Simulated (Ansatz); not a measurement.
Saddle point of SiH2O2F2, closed shell (SiH₂O₂F₂ ([OH][Si]([OH])([F])[F]) → SiOF₂ ([O][Si]([F])[F]) + H₂O (still joined by a long Si–O bond); bonds formed: O2–H4; bonds broken: O3–H4; bonds weakened to dative contacts: Si1–O2), PBE0-D4/def2-TZVP structure:

```json
{"atom": "Si1", "x (Å)": "-0.4936", "y (Å)": "0.0500", "z (Å)": "0.5003"}
{"atom": "O2", "x (Å)": "0.9827", "y (Å)": "-0.2388", "z (Å)": "-0.5101"}
{"atom": "O3", "x (Å)": "-1.2882", "y (Å)": "-0.8073", "z (Å)": "-0.5066"}
{"atom": "H4", "x (Å)": "0.1560", "y (Å)": "-0.7155", "z (Å)": "-1.0387"}
{"atom": "F5", "x (Å)": "-0.6034", "y (Å)": "1.6214", "z (Å)": "0.5891"}
{"atom": "F6", "x (Å)": "-0.1283", "y (Å)": "-0.4108", "z (Å)": "1.9563"}
{"atom": "H7", "x (Å)": "1.3748", "y (Å)": "0.5010", "z (Å)": "-0.9902"}
```

Energies are electronic, without zero-point energy. Barriers and step energies count from the start structure reached by relaxing down the imaginary mode; all methods use the PBE0-D4 structures, on which another method's saddle can fall below an end. Program: Ansatz 0.2.0. Basis: def2-TZVPP, with def2-QZVPP for the basis limit. Cores are frozen in the correlated methods. B3LYP uses VWN-RPA correlation. Extrapolation: Hartree–Fock as exp(−7.88 √X), correlation as X^−2.97.

| method | barrier (kcal/mol) | step energy (kcal/mol) |
| --- | --- | --- |
| SPW92 | ? | 48.28 |
| PBE-D4 | 49.55 | 47.37 |
| BLYP-D4 | 51.81 | 47.50 |
| r2SCAN-D4 | 54.18 | 51.11 |
| B97M-V | 56.86 | 51.63 |
| PBE0-D4 | ? | 51.60 |
| B3LYP-D4 | ? | 51.07 |
| r2SCAN0-D4 | 57.71 | 53.81 |
| BHLYP-D4 | 61.78 | 55.42 |
| CAM-B3LYP-D4 | 57.00 | 52.51 |
| wB97X-V | 56.67 | 52.25 |
| wB97M-V | 55.85 | 51.40 |
| B2PLYP | 56.04 | 51.24 |
| PBE-QIDH | 57.35 | 53.30 |
| RPA on PBE | 55.90 | 51.20 |
| HF | 70.10 | 60.02 |
| MP2 | 55.60 | 51.32 |
| CCSD | 59.53 | 53.77 |
| CCSD(T) | 57.15 | 52.32 |

(1) Fill in the withheld barriers. (To be estimated.)

No T1 diagnostic of these runs exceeds 0.014.

Results:

(1) By the calculation: B3LYP-D4 55.96; PBE0-D4 54.96; SPW92 47.12 kcal/mol. Each is the energy of the saddle less that of the start structure, by the same method.

For comparison, the barrier by CCSD(T) at an estimated basis limit (MP2 extrapolated from triple and quadruple zeta, plus CCSD(T) − MP2 in triple zeta) is 57.38 kcal/mol.

Labels in which every atom is bracketed show which atoms are joined, not bond orders.

For scale, one of the runs: CCSD(T)/def2-TZVPP, 194 basis functions, launched by `ansatz run in.yaml --threads 4 --pin off --events-out ev --progress --plain --max-ram 9574MiB`. The run took 48 s on 4 CPU threads of an Arm Neoverse V2 (shared host), with 2.4 GiB of host memory at its peak.
